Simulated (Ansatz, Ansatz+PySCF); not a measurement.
```xyz
2

Mo    0.0000    0.0000    0.0000
O     0.0000    0.0000    1.7680
```

Basis set: def2-SVP (spherical functions, with the set's core potentials past Kr). Correlated methods keep 1 orbital frozen. Correlation on ROHF uses semicanonical orbitals with singles. Charge 0, multiplicity 5.

Computed with Ansatz (development build ahead of 0.2.0); each method stands on the lowest determinant of its kind that the runs found. Restricted functionals stand beside restricted open-shell atoms, which can lie above the unrestricted atoms usual in DFT and then raise those values.

The atomization energy at this shape (free ground-state atoms in the same class of orbitals less the molecule, no zero-point energy) of quintet MoO:

```tsv
method	atomization energy
r²SCAN (unrestricted)	121.42 kcal/mol
r²SCAN (restricted open-shell)	120.17 kcal/mol
PBE (unrestricted)	140.14 kcal/mol
PBE (restricted open-shell)	139.35 kcal/mol
ωB97X (unrestricted)	124.02 kcal/mol
PBE0 (restricted open-shell)	112.49 kcal/mol
ROHF-MP2	22.98 kcal/mol
UHF-MP2	-9.33 kcal/mol
UHF	27.09 kcal/mol
ROHF	7.96 kcal/mol
```

(1) What does PBE0 (unrestricted) give?

## Answers

(1) 113.98 kcal/mol. Caution for ROHF-MP2, ROHF: an unrestricted determinant lies well below. Caution for UHF-MP2, UHF: the unrestricted determinant is spin contaminated.
